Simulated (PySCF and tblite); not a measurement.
**Conformers and averaged properties: C7H9N, numbered as in [CH3:1][CH2:2][c:3]1[cH:4][cH:5][cH:6][cH:7][n:8]1**

Level: PBE0-D3(BJ)/pcSseg-1 (IEF-PCM, chloroform)//GFN2-xTB, thermal terms from GFN2-xTB, symmetry numbers and mirror pairs counted. Conformers within 3 kcal/mol (GFN2-xTB free energy) were kept, 10 at most. GIAO shieldings: PBE0/pcSseg-1 (IEF-PCM, chloroform). Couplings: B3LYP/6-31G* with pcJ-1 on H (gas phase; spin-dipole term only for pairs with B, N, F, Si or P). Couplings are for ¹H. H–H couplings come out 0.1 to 0.9 Hz lower than with pcJ-1 on all atoms. Shifts are against TMS (¹H), TMS (¹³C), NH3 (¹⁵N) at the same level. (PySCF 2.14, tblite 0.8.)

Torsions listed: C1–C2–C3–N8. Of a mirror pair one member is shown.

```csv
conformer,shape,symmetry,E(GFN2) kcal/mol,E(DFT) kcal/mol,G(298.15 K) kcal/mol,weight %,dipole D
1,-98°,C1 (pair),0.00,0.00,0.00,65.6,2.43
2,0°,Cs,0.58,0.49,0.38,34.4,2.41
```

Weights (%) against temperature:

```json
{"T (K)": "250", "1": "68.3", "2": "31.7", "S(mix) cal/mol/K": "2.18"}
{"T (K)": "273.15", "1": "66.9", "2": "33.1", "S(mix) cal/mol/K": "2.18"}
{"T (K)": "298.15", "1": "65.6", "2": "34.4", "S(mix) cal/mol/K": "2.18"}
{"T (K)": "323.15", "1": "64.4", "2": "35.6", "S(mix) cal/mol/K": "2.18"}
{"T (K)": "373.15", "1": "62.5", "2": "37.5", "S(mix) cal/mol/K": "2.17"}
```

Averaged shifts at 298.15 K. ¹H: 8.87 (H7, 1H), 8.13 (H5, 1H), 7.64 (H4, 1H), 7.46 (H6, 1H), 2.99 (H2, 2H), 1.34 (H1, 3H) ppm. ¹³C: 170.6 (C3), 155.9 (C7), 144.1 (C5), 129.1 (C4), 127.1 (C6), 36.7 (C2), 17.8 (C1) ppm. ¹⁵N: 344.7 (N8) ppm.

Averaged couplings (Hz): ²J(H1,H1) -13.5, ³J(H1,H2) 7.7, ²J(H2,H2) -14.1, ³J(H4,H5) 8.6, ³J(H5,H6) 8.2, ³J(H6,H7) 5.4.

Coordinates of conformer 1 (Å):

```xyz
17

C     2.299    0.886    0.174
C     1.640   -0.487    0.323
C     0.152   -0.373    0.159
C    -0.433   -0.299   -1.103
C    -1.806   -0.159   -1.197
C    -2.552   -0.098   -0.030
C    -1.878   -0.181    1.177
N    -0.567   -0.315    1.272
H     2.102    1.302   -0.812
H     3.375    0.804    0.307
H     1.906    1.570    0.922
H     1.850   -0.884    1.316
H     2.044   -1.170   -0.427
H     0.181   -0.354   -1.990
H    -2.287   -0.099   -2.163
H    -3.626    0.010   -0.058
H    -2.409   -0.142    2.119
```

Unscaled ¹⁵N shifts at such levels can be off by tens of ppm; differences between conformers or isomers are more reliable. Shifts are unscaled: against experiment ¹³C can be off by 15 ppm or more and ¹H by 0.8 ppm.

Search and properties took 120 s on 1 thread of Arm Neoverse V1, on a host shared with other jobs (rough), launched as `OMP_NUM_THREADS=1 python ens_run.py task.json out`.


¹⁵N shifts are against a computed isolated NH3 molecule, about 20 ppm from the liquid.